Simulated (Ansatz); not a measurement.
Several settings on one geometry of (NaI)2 ring (Na2I2) (that of the charge 0 singlet, PBE0-D4/def2-SVP). Ansatz on 4 threads of Arm Neoverse V1 on a shared host; times are rough.

```xyz
4

Na   -0.1183   -1.5805    0.6879
I    -1.7298    0.7447    1.4133
Na    0.1183    1.5804   -0.6880
I     1.7298   -0.7446   -1.4132
```

Totals from different functionals, basis sets or treatments of relativity can't be compared as stabilities.

In the def2 sets I takes a core potential; there is no spin–orbit coupling.

The spins typed aren't always the lowest for that charge.

Question: Give the basis size and estimate the energy, ⟨S²⟩, dipole and time of these runs.

```json
{"run": "1", "method": "UKS ωB97X-V/def2-TZVP", "charge": "-1", "state": "doublet", "further keys": "scf: {omitted_lower_state_checks: [starts]}; forces asked"}
{"run": "2", "method": "RKS ωPBEh/def2-TZVP", "charge": "0", "state": "singlet", "further keys": "point_charges: [{charge: 2.00, position_ang: [6.516, -0.886, -0.884]}]; scf: {omitted_lower_state_checks: [starts]}; forces asked"}
{"run": "3", "method": "RKS revPBE0-D4/def2-SVP", "charge": "0", "state": "singlet", "further keys": "forces asked"}
```

Answer: 
```tsv
run	functions	energy (Eh)	⟨S²⟩	dipole (D)	wall time
1	164	-920.1278	0.75	–	68 s
2	164	-920.0981	–	4.04	3.6 s
3	82	-920.1063	–	0.00	1.6 s
```

The highest occupied level of an anion often lies above zero with these methods, and sets without diffuse functions describe the outer electron poorly.
